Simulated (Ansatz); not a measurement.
Cost and result up the ladder for `C[Si](C)(C)[Si](C)(C)[Si](C)(C)C` (35 atoms). Total charge 0; singlet. Geometry: PBE-D4/def2-SVP.

```xyz
35

C     2.7490   -0.6281    0.3142
Si    1.4211    0.2538    1.3526
C     1.6864    2.1344    1.2490
C     1.5900   -0.2933    3.1677
Si   -0.7360   -0.2922    0.5738
C    -1.1295   -2.1066    1.0300
C    -2.0068    0.8623    1.4147
Si   -0.8912   -0.0438   -1.7654
C    -0.1946    1.6422   -2.3057
C    -2.7180   -0.1552   -2.2880
C     0.0815   -1.4326   -2.6272
H     3.7644   -0.4370    0.7215
H     2.7341   -0.2755   -0.7376
H     2.5886   -1.7259    0.3048
H     2.6939    2.4159    1.6221
H     0.9354    2.6743    1.8617
H     1.5944    2.4987    0.2055
H     0.8276    0.1994    3.8059
H     1.4580   -1.3902    3.2692
H     2.5911   -0.0320    3.5716
H    -0.3972   -2.7976    0.5641
H    -1.0905   -2.2592    2.1287
H    -2.1419   -2.3985    0.6806
H    -1.9653    0.7685    2.5200
H    -1.8071    1.9225    1.1561
H    -3.0406    0.6216    1.0904
H    -0.3333    1.7988   -3.3964
H    -0.7016    2.4751   -1.7764
H     0.8909    1.7149   -2.0884
H    -3.1609   -1.1269   -1.9866
H    -2.8242   -0.0607   -3.3895
H    -3.3188    0.6504   -1.8179
H     1.1552   -1.4062   -2.3502
H     0.0109   -1.3423   -3.7319
H    -0.3153   -2.4290   -2.3429
```

Ansatz on 6 threads of Intel Xeon on a shared host. Times are rough, and most runs start from the orbitals of an earlier one. PBE0-D4/def2-TZVP serves as the yardstick here, not as an exact answer. Differences are given only for rows in sets of like size (and for xTB, whose basis is part of the method), since another set adds its own error. Binding counts from free atoms at the same level (C triplet, Si triplet, H doublet; other spins of the atoms weren't run), without zero-point energy or a counterpoise term.

B3LYP takes the VWN-RPA correlation. Correlated methods freeze 23 core orbitals. The rows differ in basis, and correlated rows in double-zeta sets carry the largest basis error.

Correlated methods converge slowly with the basis, most of all in double-zeta sets.

```csv
level,functions,wall time,binding energy per atom (eV),difference from PBE0-D4/def2-TZVP (eV)
HF/STO-3G,91,3 s,3.92,–
PBE-D4/def2-SVP,286,13 s,3.99,–
PBE0-D4/def2-SVP,286,21 s,3.96,–
MP2/def2-SVP,286,25 s,3.76,–
LDA (SPW92)/def2-TZVP,503,25 s,4.40,0.45
PBE-D4/def2-TZVP (with forces),503,36 s,3.97,0.03
r2SCAN-D4/def2-TZVP (with forces),503,53 s,3.94,0.00
B3LYP-D4/def2-TZVP,503,58 s,3.93,-0.01
PBE0-D4/def2-TZVP,503,61 s,3.94,0.00
```
